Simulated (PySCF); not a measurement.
Record of a relaxation.

Species: C2H7BClP.
SMILES with atom numbers: `[CH2:1]=[CH:2][B@@H-:3]([PH3+:4])[Cl:5]` (hydrogens: H6, H7 on C1; H8 on C2; H9 on B3; H10, H11, H12 on P4)
Bond orders are those of one Lewis drawing.

Computed by this run: PySCF, PBE0-D3(BJ)/def2-SVP geometry optimisation, gas phase; density fitting, grid level 1; the optimiser is geomeTRIC in internal coordinates, started from a GFN2-xTB structure with every atom displaced at random (about 0.01 Å). 6 of its 9 geometries are shown. The frame can shift and turn from step to step; on so coarse a grid that alone can change the energy by a few meV, and forces under 0.02 eV/Å are noise.

Step 0: E = -24655.8199 eV, largest atomic force 1.958 eV/Å
```
atom  x, y, z in Å  |  force x, y, z in eV/Å
C1     -1.157   -1.269   -0.675   -1.402   1.217   0.622
C2     -1.412   -0.163    0.043    1.444  -0.653  -0.253
B3     -0.313    0.747    0.702    0.233   0.160  -0.118
P4      1.526    0.216    0.172   -1.274  -0.731   0.917
Cl5    -0.032    2.365   -0.228   -0.411   0.694  -0.104
H6     -0.169   -1.592   -0.860    1.464  -0.633  -0.278
H7     -1.951   -1.839   -1.122   -0.437  -0.504  -0.311
H8     -2.424    0.142    0.184   -1.154   0.255   0.106
H9     -0.363    0.952    1.895    0.113  -0.083   0.079
H10     2.450    1.104    0.604    0.977   1.049   0.542
H11     1.687    0.277   -1.172    0.121   0.050  -1.451
H12     2.197   -0.968    0.447    0.326  -0.821   0.249
```

Step 2: E = -24656.1022 eV, largest atomic force 0.197 eV/Å
```
atom  x, y, z in Å  |  force x, y, z in eV/Å
C1     -1.113   -1.095   -0.623   -0.009  -0.101  -0.025
C2     -1.295    0.048    0.049    0.008  -0.006   0.018
B3     -0.224    1.028    0.678    0.086  -0.104  -0.047
P4      1.625    0.457    0.179   -0.055   0.179  -0.061
Cl5    -0.188    2.722   -0.115   -0.013   0.057  -0.001
H6     -0.126   -1.530   -0.844    0.004   0.140   0.077
H7     -1.952   -1.691   -0.996   -0.039   0.002  -0.014
H8     -2.339    0.366    0.196    0.018  -0.007  -0.007
H9     -0.203    1.113    1.892    0.007  -0.036   0.007
H10     2.593    1.371    0.651   -0.005  -0.047  -0.004
H11     1.863    0.498   -1.215    0.027  -0.043   0.031
H12     2.219   -0.781    0.535   -0.029  -0.034   0.025
```

Step 3: E = -24656.1062 eV, largest atomic force 0.173 eV/Å
```
atom  x, y, z in Å  |  force x, y, z in eV/Å
C1     -1.097   -1.082   -0.617   -0.074   0.045   0.086
C2     -1.310    0.057    0.051    0.062  -0.072  -0.021
B3     -0.230    1.028    0.675    0.051  -0.048  -0.022
P4      1.606    0.457    0.159   -0.090  -0.033   0.045
Cl5    -0.190    2.727   -0.098   -0.045   0.163  -0.037
H6     -0.082   -1.456   -0.799    0.052  -0.084  -0.071
H7     -1.905   -1.714   -1.002    0.013   0.025  -0.005
H8     -2.354    0.363    0.199   -0.053   0.016  -0.006
H9     -0.198    1.100    1.890    0.024  -0.029   0.032
H10     2.593    1.341    0.636    0.051   0.053   0.038
H11     1.861    0.480   -1.229    0.009  -0.009  -0.058
H12     2.166   -0.795    0.523    0.002  -0.027   0.019
```

Step 5: E = -24656.1113 eV, largest atomic force 0.101 eV/Å
```
atom  x, y, z in Å  |  force x, y, z in eV/Å
C1     -1.096   -1.089   -0.619   -0.091  -0.030  -0.033
C2     -1.300    0.051    0.051    0.069   0.014   0.004
B3     -0.223    1.032    0.667    0.009   0.051  -0.022
P4      1.611    0.468    0.158    0.003   0.006  -0.001
Cl5    -0.224    2.750   -0.087   -0.005  -0.052   0.036
H6     -0.095   -1.486   -0.839    0.006   0.043   0.029
H7     -1.922   -1.701   -0.994   -0.004  -0.026  -0.008
H8     -2.345    0.356    0.207    0.021  -0.016  -0.010
H9     -0.179    1.087    1.884    0.010  -0.001   0.005
H10     2.599    1.350    0.645   -0.007  -0.004  -0.010
H11     1.883    0.474   -1.229    0.009  -0.001   0.005
H12     2.151   -0.787    0.544   -0.020   0.016   0.004
```

Step 6: E = -24656.1124 eV, largest atomic force 0.048 eV/Å
```
atom  x, y, z in Å  |  force x, y, z in eV/Å
C1     -1.102   -1.092   -0.624    0.000   0.004  -0.005
C2     -1.296    0.049    0.048   -0.008   0.004   0.002
B3     -0.220    1.031    0.664   -0.003   0.041  -0.024
P4      1.613    0.475    0.155    0.016  -0.014   0.001
Cl5    -0.235    2.754   -0.076   -0.005  -0.038   0.024
H6     -0.100   -1.486   -0.846   -0.003   0.007   0.008
H7     -1.930   -1.705   -0.994    0.002  -0.006  -0.004
H8     -2.340    0.355    0.209    0.008  -0.001   0.001
H9     -0.171    1.078    1.882    0.005  -0.006   0.001
H10     2.602    1.355    0.646   -0.009  -0.002  -0.009
H11     1.897    0.473   -1.230    0.002   0.002   0.005
H12     2.143   -0.781    0.551   -0.005   0.008   0.000
```

Step 8: E = -24656.1126 eV, largest atomic force under 0.02 eV/Å
```
atom  x, y, z in Å  |  force x, y, z in eV/Å
C1     -1.101   -1.088   -0.628    0.006   0.001   0.002
C2     -1.297    0.049    0.048   -0.001  -0.004  -0.002
B3     -0.220    1.031    0.665   -0.009   0.008   0.005
P4      1.611    0.476    0.151    0.002  -0.006  -0.002
Cl5    -0.247    2.756   -0.056    0.001   0.004   0.001
H6     -0.097   -1.476   -0.850   -0.002  -0.002  -0.004
H7     -1.925   -1.706   -1.000    0.000   0.004   0.000
H8     -2.341    0.353    0.213   -0.002   0.000   0.001
H9     -0.162    1.065    1.883    0.001  -0.006   0.001
H10     2.600    1.356    0.640    0.001   0.003   0.000
H11     1.900    0.469   -1.233   -0.001  -0.001  -0.001
H12     2.137   -0.779    0.554    0.005  -0.001  -0.001
```

Task: Summarise the path.

Result: The energy falls by 6.75 kcal/mol from step 0 to step 8; nine tenths of that is first reached at step 2. It falls at every step. The largest force goes from 1.958 to under 0.02 eV/Å. Among the bonds P4–H10 changes most (a near tie, within 0.001 Å, with another), from 1.352 to 1.411 Å; the atoms move by 0.147 Å rms after alignment.

What follows is the cost of the whole optimisation. On Arm Neoverse V2, one thread, no GPU (shared host), this took 37 s wall and 0.47 GiB of memory at its peak.
